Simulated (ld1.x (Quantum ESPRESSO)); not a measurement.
# N (Z = 7) TM semilocal: all-electron and pseudo phase curves

nitrogen, norm-conserving Troullier–Martins (semilocal form), made with ld1.x (Quantum ESPRESSO) 7.5 (BLYP, scalar-relativistic). Core [He], reference 2s2 2p2.75 (charge +0.25). Waves: 2p (bound): rc 2.00 bohr; 2s (bound): rc 0.85 bohr. Local part: the s channel. Core correction: Bessel-smoothed model core inside 0.80 bohr.

The phase is arctan(r·u′/u) with u = r·R(r), unwrapped; energies in Ry, scanned from -4 to 5 Ry. A pole is an energy at which the radial function vanishes at the test radius. The pseudo phase is shifted by a multiple of π to meet the all-electron one at the reference energy, and phase errors are pseudo minus all-electron; the curves can meet again beyond the range given. Levels narrower than the energy grid can be missing from the lists of poles.

| channel | radius (bohr) | reference energy (Ry) | poles, all-electron | poles, pseudo | unbroken range about the reference energy with phases within 0.05 rad | phase error 1 Ry above the reference energy (rad) |
| --- | --- | --- | --- | --- | --- | --- |
| s | 2.19 | -1.59 | -1.13 | -1.13 | the whole range | -0.000 |
| p | 2.19 | -0.74 | -0.24 | -0.22 | below 1.0 | +0.020 |

Phases in the s channel:

```json
{"E (Ry)": "-4.00", "all-electron": "1.296", "pseudo": "1.296"}
{"E (Ry)": "-3.76", "all-electron": "1.281", "pseudo": "1.281"}
{"E (Ry)": "-3.52", "all-electron": "1.262", "pseudo": "1.262"}
{"E (Ry)": "-3.28", "all-electron": "1.239", "pseudo": "1.239"}
{"E (Ry)": "-3.04", "all-electron": "1.208", "pseudo": "1.208"}
{"E (Ry)": "-2.80", "all-electron": "1.165", "pseudo": "1.165"}
{"E (Ry)": "-2.56", "all-electron": "1.098", "pseudo": "1.098"}
{"E (Ry)": "-2.32", "all-electron": "0.978", "pseudo": "0.977"}
{"E (Ry)": "-2.08", "all-electron": "0.699", "pseudo": "0.699"}
{"E (Ry)": "-1.84", "all-electron": "-0.139", "pseudo": "-0.140"}
{"E (Ry)": "-1.60", "all-electron": "-1.102", "pseudo": "-1.102"}
{"E (Ry)": "-1.36", "all-electron": "-1.435", "pseudo": "-1.435"}
{"E (Ry)": "-1.12", "all-electron": "-1.574", "pseudo": "-1.574"}
{"E (Ry)": "-0.88", "all-electron": "-1.654", "pseudo": "-1.654"}
{"E (Ry)": "-0.64", "all-electron": "-1.710", "pseudo": "-1.710"}
{"E (Ry)": "-0.40", "all-electron": "-1.754", "pseudo": "-1.755"}
{"E (Ry)": "-0.16", "all-electron": "-1.794", "pseudo": "-1.795"}
{"E (Ry)": "0.08", "all-electron": "-1.833", "pseudo": "-1.834"}
{"E (Ry)": "0.32", "all-electron": "-1.875", "pseudo": "-1.875"}
{"E (Ry)": "0.56", "all-electron": "-1.920", "pseudo": "-1.922"}
{"E (Ry)": "0.80", "all-electron": "-1.974", "pseudo": "-1.976"}
{"E (Ry)": "1.04", "all-electron": "-2.041", "pseudo": "-2.044"}
{"E (Ry)": "1.28", "all-electron": "-2.127", "pseudo": "-2.132"}
{"E (Ry)": "1.52", "all-electron": "-2.245", "pseudo": "-2.253"}
{"E (Ry)": "1.76", "all-electron": "-2.414", "pseudo": "-2.426"}
{"E (Ry)": "2.00", "all-electron": "-2.661", "pseudo": "-2.681"}
{"E (Ry)": "2.24", "all-electron": "-3.004", "pseudo": "-3.034"}
{"E (Ry)": "2.48", "all-electron": "-3.401", "pseudo": "-3.434"}
{"E (Ry)": "2.72", "all-electron": "-3.749", "pseudo": "-3.777"}
{"E (Ry)": "2.96", "all-electron": "-4.000", "pseudo": "-4.022"}
{"E (Ry)": "3.20", "all-electron": "-4.171", "pseudo": "-4.187"}
{"E (Ry)": "3.44", "all-electron": "-4.289", "pseudo": "-4.302"}
{"E (Ry)": "3.68", "all-electron": "-4.373", "pseudo": "-4.384"}
{"E (Ry)": "3.92", "all-electron": "-4.437", "pseudo": "-4.446"}
{"E (Ry)": "4.16", "all-electron": "-4.486", "pseudo": "-4.494"}
{"E (Ry)": "4.40", "all-electron": "-4.526", "pseudo": "-4.533"}
{"E (Ry)": "4.64", "all-electron": "-4.558", "pseudo": "-4.565"}
{"E (Ry)": "4.88", "all-electron": "-4.586", "pseudo": "-4.592"}
```
